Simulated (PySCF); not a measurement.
C2H9AlN (SMILES [CH3][Al]([CH3])<-[NH3]), doublet, at a GFN2-xTB geometry (such geometries of metal compounds can be far from the true shape) (the spin is typed, not shown lowest); PySCF with PBE0/6-31G.

Here is a job for PySCF.
```python
from pyscf import gto, scf, dft

mol = gto.Mole()
mol.atom = '''
    Al    0.45612501    0.14400214    0.58553422
    C     1.18040402    1.02448517   -1.10446545
    H     2.00314753    0.45334385   -1.55194589
    H     1.59408064    2.01416057   -0.88401319
    H     0.44282261    1.18205973   -1.90181117
    C    -1.48074391    0.53159024    1.08975994
    H    -1.92499362   -0.27422218    1.68696724
    H    -2.15887810    0.70017555    0.24339754
    H    -1.55151213    1.43153730    1.70965678
    N    -0.21172714   -1.59855754   -0.61587026
    H    -0.84351527   -1.16649869   -1.28504584
    H    -0.73313935   -2.29622058   -0.09560394
    H     0.52649194   -2.06291305   -1.13422149
'''
mol.basis = '6-31g'
mol.spin = 1
mol.verbose = 4
mol.build()

mf = dft.UKS(mol)
mf.xc = 'pbe0'
mf.kernel()
mf.analyze()
```

The log (banner, timings and long lists left out):

```
PySCF version 2.14.0

[INPUT] verbose = 4
[INPUT] num. atoms = 13
[INPUT] num. electrons = 41
[INPUT] charge = 0
[INPUT] spin (= nelec alpha-beta = 2S) = 1
[INPUT] symmetry False subgroup None
[INPUT] Mole.unit = angstrom
[INPUT] Symbol           X                Y                Z      unit          X                Y                Z       unit  Magmom
[INPUT]  1 Al     0.456125010000   0.144002140000   0.585534220000 AA    0.861951347465   0.272124605951   1.106499312361 Bohr   0.0
[INPUT]  2 C      1.180404020000   1.024485170000  -1.104465450000 AA    2.230640314136   1.935996389978  -2.087137214545 Bohr   0.0
[INPUT]  3 H      2.003147530000   0.453343850000  -1.551945890000 AA    3.785400218799   0.856695716756  -2.932752692244 Bohr   0.0
[INPUT]  4 H      1.594080640000   2.014160570000  -0.884013190000 AA    3.012375830071   3.806211848198  -1.670542819603 Bohr   0.0
[INPUT]  5 H      0.442822610000   1.182059730000  -1.901811170000 AA    0.836813454665   2.233769152577  -3.593902251939 Bohr   0.0
[INPUT]  6 C     -1.480743910000   0.531590240000   1.089759940000 AA   -2.798200450518   1.004559964092   2.059347828122 Bohr   0.0
[INPUT]  7 H     -1.924993620000  -0.274222180000   1.686967240000 AA   -3.637710733335  -0.518204817481   3.187906064713 Bohr   0.0
[INPUT]  8 H     -2.158878100000   0.700175550000   0.243397540000 AA   -4.079688345321   1.323140028617   0.459954689993 Bohr   0.0
[INPUT]  9 H     -1.551512130000   1.431537300000   1.709656780000 AA   -2.931933004641   2.705213434099   3.230783081206 Bohr   0.0
[INPUT] 10 N     -0.211727140000  -1.598557540000  -0.615870260000 AA   -0.400106307737  -3.020835944958  -1.163826119665 Bohr   0.0
[INPUT] 11 H     -0.843515270000  -1.166498690000  -1.285045840000 AA   -1.594012842189  -2.204363048764  -2.428384695112 Bohr   0.0
[INPUT] 12 H     -0.733139350000  -2.296220580000  -0.095603940000 AA   -1.385432582642  -4.339228017790  -0.180665263029 Bohr   0.0
[INPUT] 13 H      0.526491940000  -2.062913050000  -1.134221490000 AA    0.994925573391  -3.898340683291  -2.143367980696 Bohr   0.0

nuclear repulsion = 157.374836462113
number of shells = 40
number of NR pGTOs = 148
number of NR cGTOs = 58
basis = 6-31g
ecp = {}

******** <class 'pyscf.dft.uks.UKS'> ********
method = UKS
initial guess = minao
damping factor = 0
level_shift factor = 0
DIIS = <class 'pyscf.scf.diis.CDIIS'>
diis_start_cycle = 1
diis_space = 8
diis_damp = 0
SCF conv_tol = 1e-09
SCF conv_tol_grad = None
SCF max_cycles = 50
direct_scf = True
direct_scf_tol = 1e-13
number electrons alpha = 21  beta = 20
XC library pyscf.dft.libxc version 7.1.2
    S. Lehtola, C. Steigemann, M. J. T. Oliveira, and M. A. L. Marques,  SoftwareX 7, 1–5 (2018)
XC functionals = pbe0
    C. Adamo and V. Barone,  J. Chem. Phys. 110, 6158 (1999)
    M. Ernzerhof and G. E. Scuseria,  J. Chem. Phys. 110, 5029 (1999)
radial grids:
    Treutler-Ahlrichs [JCP 102, 346 (1995); DOI:10.1063/1.469408] (M4) radial grids

becke partition: Becke, JCP 88, 2547 (1988); DOI:10.1063/1.454033
pruning grids: <function nwchem_prune>
grids dens level: 3
symmetrized grids: False
atomic radii adjust function: <function treutler_atomic_radii_adjust>
small_rho_cutoff = 0
Set gradient conv threshold to 3.16228e-05
tot grids = 149592
init E= -378.311872974632

cycle= 1 E= -378.369534505172  delta_E= -0.0577  |g|= 0.393  |ddm|= 2.05
cycle= 2 E= -378.344255972363  delta_E= 0.0253  |g|= 0.448  |ddm|= 0.841
cycle= 3 E= -378.457286737982  delta_E= -0.113  |g|= 0.0163  |ddm|= 0.432
cycle= 4 E= -378.457512821959  delta_E= -0.000226  |g|= 0.00503  |ddm|= 0.0476
cycle= 5 E= -378.457532760483  delta_E= -1.99e-05  |g|= 0.00266  |ddm|= 0.0105
cycle= 6 E= -378.457536935026  delta_E= -4.17e-06  |g|= 0.000718  |ddm|= 0.00384
cycle= 7 E= -378.457537586627  delta_E= -6.52e-07  |g|= 0.000147  |ddm|= 0.00249
cycle= 8 E= -378.45753763645  delta_E= -4.98e-08  |g|= 2.86e-05  |ddm|= 0.000704
cycle= 9 E= -378.457537637787  delta_E= -1.34e-09  |g|= 8.78e-06  |ddm|= 8.58e-05
cycle= 10 E= -378.457537637924  delta_E= -1.37e-10  |g|= 2.73e-06  |ddm|= 2.85e-05
Extra cycle  E= -378.457537637936  delta_E= -1.27e-11  |g|= 1.16e-06  |ddm|= 8.14e-06
converged SCF energy = -378.457537637936  <S^2> = 0.75071278  2S+1 = 2.0007127
**** SCF Summaries ****
Total Energy =                        -378.457537637936355
Nuclear Repulsion Energy =             157.374836462113365
One-electron Energy =                 -832.579054405667875
Two-electron Energy =                  296.746680305618156
Two-electron Coulomb Energy =          336.227259697767124
DFT Exchange-Correlation Energy =      -39.480579392148954
**** MO energy ****
                             alpha | beta                alpha | beta
MO #1   energy= -56.1157363734417  | -56.1133801010377  occ= 1 | 1
MO #2   energy= -14.4431586870469  | -14.4428856782189  occ= 1 | 1
MO #3   energy= -10.1711146799308  | -10.16974418332    occ= 1 | 1
MO #4   energy= -10.1711108496874  | -10.1697395706456  occ= 1 | 1
MO #5   energy= -4.13833140983376  | -4.13444792440582  occ= 1 | 1
MO #6   energy= -2.66923063936813  | -2.66678171644227  occ= 1 | 1
MO #7   energy= -2.66855980658737  | -2.66195108977116  occ= 1 | 1
MO #8   energy= -2.66417307491602  | -2.66138525865224  occ= 1 | 1
MO #9   energy= -0.951632286803926 | -0.951117223524371 occ= 1 | 1
MO #10  energy= -0.6699226107964   | -0.666628363074586 occ= 1 | 1
MO #11  energy= -0.662601183085931 | -0.65983342286173  occ= 1 | 1
MO #12  energy= -0.545272084692675 | -0.545043150775426 occ= 1 | 1
MO #13  energy= -0.544413647070846 | -0.543614928851773 occ= 1 | 1
MO #14  energy= -0.413064010154819 | -0.406349403833812 occ= 1 | 1
MO #15  energy= -0.374924125251689 | -0.372148252469587 occ= 1 | 1
MO #16  energy= -0.370546427155989 | -0.36734333252182  occ= 1 | 1
MO #17  energy= -0.367155092590171 | -0.364641430980933 occ= 1 | 1
MO #18  energy= -0.365052143896088 | -0.363931151484642 occ= 1 | 1
MO #19  energy= -0.301903071698023 | -0.291300572208138 occ= 1 | 1
MO #20  energy= -0.249883825902844 | -0.240549408942212 occ= 1 | 1
MO #21  energy= -0.149144693734448 | -0.0301752562743631 occ= 1 | 0
MO #22  energy= 0.0213285638741312 | 0.0336327782751376 occ= 0 | 0
MO #23  energy= 0.0610832586261407 | 0.0719926651035236 occ= 0 | 0
MO #24  energy= 0.0674770881867808 | 0.0859035448149446 occ= 0 | 0
MO #25  energy= 0.118468808692401  | 0.122574572906128  occ= 0 | 0
MO #26  energy= 0.133846980869273  | 0.136004781915341  occ= 0 | 0
MO #27  energy= 0.150995064804645  | 0.160389469657251  occ= 0 | 0
MO #28  energy= 0.16508362761698   | 0.180400675345579  occ= 0 | 0
MO #29  energy= 0.176631171333564  | 0.191409233925846  occ= 0 | 0

To work with the spin densities directly, `use mulliken_meta_spin()` only printing them here.

 ** Mulliken spin pop alpha/beta on meta-lowdin orthogonal AOs **
 ** Mulliken Spin Density (per AO)  **
spin_pop of  0 Al 1s        0.00000
spin_pop of  0 Al 2s        0.00013
spin_pop of  0 Al 3s        0.27052
spin_pop of  0 Al 4s        0.00870
spin_pop of  0 Al 2px       0.00000
spin_pop of  0 Al 2py      -0.00001
spin_pop of  0 Al 2pz       0.00001
spin_pop of  0 Al 3px       0.23829
spin_pop of  0 Al 3py       0.05747
spin_pop of  0 Al 3pz       0.29170
spin_pop of  0 Al 4px       0.00008
spin_pop of  0 Al 4py      -0.00000
spin_pop of  0 Al 4pz       0.00018
spin_pop of  1 C 1s       -0.00000
spin_pop of  1 C 2s        0.01062
spin_pop of  1 C 3s       -0.00002
spin_pop of  1 C 2px       0.00240
spin_pop of  1 C 2py       0.00968
spin_pop of  1 C 2pz       0.02507
spin_pop of  1 C 3px       0.00015
spin_pop of  1 C 3py       0.00017
spin_pop of  1 C 3pz      -0.00004
spin_pop of  2 H 1s       -0.00246
spin_pop of  2 H 2s        0.00014
spin_pop of  3 H 1s       -0.00193
spin_pop of  3 H 2s        0.00017
spin_pop of  4 H 1s        0.01650
spin_pop of  4 H 2s        0.00116
spin_pop of  5 C 1s       -0.00000
spin_pop of  5 C 2s        0.01062
spin_pop of  5 C 3s       -0.00002
spin_pop of  5 C 2px       0.03201
spin_pop of  5 C 2py       0.00436
spin_pop of  5 C 2pz       0.00077
spin_pop of  5 C 3px      -0.00010
spin_pop of  5 C 3py       0.00021
spin_pop of  5 C 3pz       0.00017
spin_pop of  6 H 1s       -0.00246
spin_pop of  6 H 2s        0.00014
spin_pop of  7 H 1s        0.01650
spin_pop of  7 H 2s        0.00116
spin_pop of  8 H 1s       -0.00192
spin_pop of  8 H 2s        0.00017
spin_pop of  9 N 1s       -0.00000
spin_pop of  9 N 2s        0.00184
spin_pop of  9 N 3s        0.00003
spin_pop of  9 N 2px       0.00058
spin_pop of  9 N 2py      -0.00089
spin_pop of  9 N 2pz       0.00070
spin_pop of  9 N 3px      -0.00004
spin_pop of  9 N 3py      -0.00008
spin_pop of  9 N 3pz      -0.00010
spin_pop of  10 H 1s        0.00723
spin_pop of  10 H 2s        0.00084
spin_pop of  11 H 1s       -0.00031
spin_pop of  11 H 2s        0.00011
spin_pop of  12 H 1s       -0.00031
spin_pop of  12 H 2s        0.00011
 ** Mulliken Spin Density (per atom)  **
spin density of  0 Al =      0.86709
spin density of  1 C =      0.04803
spin density of  2 H =     -0.00232
spin density of  3 H =     -0.00176
spin density of  4 H =      0.01765
spin density of  5 C =      0.04803
spin density of  6 H =     -0.00232
spin density of  7 H =      0.01765
spin density of  8 H =     -0.00176
spin density of  9 N =      0.00204
spin density of  10 H =      0.00807
spin density of  11 H =     -0.00020
spin density of  12 H =     -0.00020
 ** Mulliken pop alpha/beta on meta-lowdin orthogonal AOs **
 ** Mulliken pop       alpha | beta **
In total            21.00000 | 20.00000
 ** Mulliken atomic charges   ( Nelec_alpha | Nelec_beta ) **
charge of  0Al =      0.33418  (     6.76645      5.89937 )
charge of  1C =     -0.61070  (     3.32937      3.28134 )
charge of  2H =      0.10257  (     0.44756      0.44988 )
charge of  3H =      0.11433  (     0.44195      0.44371 )
charge of  4H =      0.09585  (     0.46090      0.44325 )
charge of  5C =     -0.61071  (     3.32937      3.28134 )
charge of  6H =      0.10257  (     0.44755      0.44988 )
charge of  7H =      0.09585  (     0.46090      0.44325 )
charge of  8H =      0.11434  (     0.44195      0.44371 )
charge of  9N =     -0.47061  (     3.73633      3.73428 )
charge of  10H =      0.24621  (     0.38093      0.37286 )
charge of  11H =      0.24306  (     0.37837      0.37857 )
charge of  12H =      0.24306  (     0.37837      0.37857 )
Dipole moment(X, Y, Z, Debye): -1.38130, -3.77521, -2.52322
```
